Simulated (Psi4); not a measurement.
BiF3, singlet, geometry from GFN2-xTB (such geometries of metal compounds can be far from the true shape) (core potentials on Bi).

Input for Psi4:
```
memory 2 GB

molecule {
0 1
Bi    0.00283361   -0.00403046    0.27310711
F    -1.35263607   -1.00980650   -0.84069305
F    -0.22186672    1.68716206   -0.81262393
F     1.54837061   -0.64018572   -0.86533751
}

set {
  basis def2-tzvp
}

energy('wb97x')
print_variables()
```

**Question.** Estimate the nuclear repulsion energy that WB97X/def2-TZVP in Psi4 returns for this input.

**Answer.** 206.4719 Eh

**Question.** What is the computed total energy (WB97X/def2-TZVP)?

**Answer.** -514.3652 Eh

**Question.** Predict the number of basis functions from WB97X/def2-TZVP.

**Answer.** 143

**Question.** What is the computed dipole moment (WB97X/def2-TZVP)?

**Answer.** 5.85 D
